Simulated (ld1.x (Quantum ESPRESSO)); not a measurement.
Which change was made? (Hg, TM semilocal)

- Element: mercury
- Generator: ld1.x (Quantum ESPRESSO) 7.5
- Type: norm-conserving Troullier–Martins (semilocal form)
- Functional: PBEsol
- Relativity: scalar-relativistic
- Frozen core: [Kr] 4d10 4f14
- Valence charge: 20
- Reference configuration: 5s2 5p6 5d10 6s0 6p0 (charge +2)
- Partial waves: 5s (bound): rc 1.20 bohr; 5p (bound): rc 1.10 bohr; 5d (bound): rc 1.80 bohr
- Local potential: the d channel
- Core correction: none

Cutoffs, loose and tight: the cutoffs (Ry, on a coarse ladder) from which the occupation-weighted sum of valence levels, in a spherical-Bessel basis at the reference potential, stays within 10 and 1 mRy of its value at 400 Ry. They do not see the model core or the augmentation charge, which bear on the density cutoff. Test errors are all-electron minus pseudo excitation energies from the reference, over the configurations 5s2 5p6 5d10 6s2 6p0; 5s2 5p6 5d10 6s1 6p0; 5s2 5p6 5d9 6s0 6p0; 5s2 5p6 5d10 6s0 6p1; 5s2 5p5 5d10 6s2 6p0; 5s2 5p6 5d9 6s2 6p1; 5s2 5p6 5d10 6s0 6p2; variants that change the core or the reference have their own tests. The largest error is taken over the tests solved by every variant that gives reliable tests at all, those not shown here included: 5s2 5p6 5d10 6s0 6p1; 5s2 5p6 5d10 6s0 6p2; 5s2 5p6 5d9 6s0 6p0.

The base gives: outcome: generated; cutoff, loose: 160 Ry; cutoff, tight: 230 Ry; bound ghosts: none; largest test error (meV): +70.

Problem. After one change the result is: outcome: generated; cutoff, loose: 160 Ry; cutoff, tight: 230 Ry; bound ghosts: none; largest test error (meV): +70. Which change was it?
A. wave 5s (bound): rc 1.20 bohr becomes 5s (bound): rc 1.46 bohr
B. wave 5s (bound): rc 1.20 bohr becomes 5s (bound): rc 1.14 bohr
C. wave 5s (bound): rc 1.20 bohr becomes 5s (bound): rc 1.82 bohr
D. wave 5s (bound): rc 1.20 bohr becomes 5s (bound): rc 1.34 bohr
E. wave 5s (bound): rc 1.20 bohr becomes 5s (bound): rc 0.78 bohr

Solution. D. The others give: wave 5s (bound): rc 1.20 bohr becomes 5s (bound): rc 1.46 bohr → outcome: generated; cutoff, loose: 160 Ry; cutoff, tight: 230 Ry; bound ghosts: none; largest test error (meV): +70 | wave 5s (bound): rc 1.20 bohr becomes 5s (bound): rc 1.82 bohr → outcome: generated; cutoff, loose: 160 Ry; cutoff, tight: 230 Ry; bound ghosts: s; largest test error (meV): +70 | wave 5s (bound): rc 1.20 bohr becomes 5s (bound): rc 0.78 bohr → outcome: generated; cutoff, loose: 300 Ry; cutoff, tight: over 300 Ry; bound ghosts: none; largest test error (meV): +70 | wave 5s (bound): rc 1.20 bohr becomes 5s (bound): rc 1.14 bohr → outcome: generated; cutoff, loose: 160 Ry; cutoff, tight: 260 Ry; bound ghosts: none; largest test error (meV): +70.
